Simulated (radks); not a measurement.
Removal energies from neutral iridium, [Xe] 4f14 5d8 6s1, by Delta-SCF beside the eigenvalue of the level emptied. Method: scalar-relativistic Kohn-Sham, PBEsol, spin-polarised, spherical densities, finite nucleus; Fermi nuclear charge, rms radius of each element as measured or else 0.836 A^(1/3) + 0.57 fm; computed with a radial shooting solver on a logarithmic mesh with Libxc functionals. Open shells are filled with parallel spins first.

removed from             final configuration  Delta-SCF (eV)  -eigenvalue (eV)
5d                         [Xe] 4f14 5d7 6s1           9.112             4.554
6s                             [Xe] 4f14 5d8           9.463             6.124
5p            [Kr] 4d10 4f14 5s2 5p5 5d8 6s1          57.304            51.651
4f                         [Xe] 4f13 5d8 6s1          69.676            59.364
